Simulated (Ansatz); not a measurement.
Reaction (ligand exchange at the Sb–C bond): `CO[CH2][SbH2]` + `C=NCO` → `C=NC[O][SbH2]` + dimethyl ether

Computed with Ansatz on PBE0-D4/def2-TZVP structures; ΔE is electronic, products minus reactants. CBS: MP2 limit from def2 TZ/QZ plus the TZ coupled-cluster correction, frozen cores. def2 core potentials past Kr. For Sb outer-core shells are correlated without core-valence functions, which leaves a few kJ/mol of doubt a bond. Each species was taken in one conformer, which may not be the lowest.

`CO[CH2][SbH2]`:

Cartesian coordinates in Å:
```
C -0.267 -1.795 0.486
O 0.577 -0.707 0.216
C -0.129 0.497 0.093
Sb 1.342 2.046 -0.316
H 0.358 -2.685 0.568
H -0.814 -1.652 1.429
H -0.999 -1.943 -0.320
H -0.868 0.454 -0.716
H -0.653 0.755 1.025
H 1.318 1.779 -2.006
H 0.134 3.253 -0.459
```

`C=NCO`:

```xyz
9

C    -0.054   -1.053   -1.105
N     0.556   -0.164   -0.458
C    -0.198    0.644    0.467
O     0.450    0.705    1.703
H     0.493   -1.665   -1.821
H    -1.128   -1.252   -0.988
H    -1.203    0.248    0.661
H    -0.294    1.642    0.014
H     1.377    0.894    1.527
```

`C=NC[O][SbH2]`:

Cartesian coordinates in Å:
```
C 0.669 -1.257 1.104
N 0.365 -0.147 1.616
C -0.469 0.763 0.882
O -0.849 0.382 -0.409
Sb 0.307 0.914 -1.925
H 1.295 -1.941 1.674
H 0.327 -1.579 0.115
H -1.386 0.888 1.471
H 0.051 1.732 0.890
H -1.009 0.933 -3.018
H 0.699 -0.689 -2.401
```

`COC`:

```xyz
9

C    -0.615   -0.401    0.900
O    -0.536    0.633   -0.039
C     0.552    0.475   -0.904
H    -0.739   -1.380    0.414
H    -1.482   -0.210    1.532
H     0.284   -0.443    1.531
H     0.482   -0.462   -1.476
H     0.547    1.315   -1.600
H     1.506    0.474   -0.357
```

```csv
species,HF/CBS(def2) energy (Eh)
`CO[CH2][SbH2]`,-393.95889
`C=NCO`,-208.01996
`C=NC[O][SbH2]`,-447.85183
`COC`,-154.14128
```

(1) Work out ΔE.

Largest T1 diagnostic among the species: 0.014.

Answers

(1) ΔE = (-447.85183) + (-154.14128) − (-393.95889) − (-208.01996) = -0.01426 Eh = -37.4 kJ/mol. CCSD(T)/CBS gives -33.4 kJ/mol.

From PBE to PBE0 (25 % exact exchange), in def2-TZVPP and without D4, ΔE moves by +3.2 kJ/mol. In def2-TZVPP, CCSD(T) changes the Hartree–Fock value by +4.1 kJ/mol (the triples alone add −1.1 kJ/mol) and MP2 by +4.0 kJ/mol. The D4 term adds −4.3 kJ/mol with B3LYP and −2.3 kJ/mol with PBE0; it sums over pairs of atoms, weighted by their polarisabilities, and B3LYP, whose exchange is more repulsive, gets the larger term.

B3LYP here is the variant with VWN-RPA as its local correlation; programs differ in this.
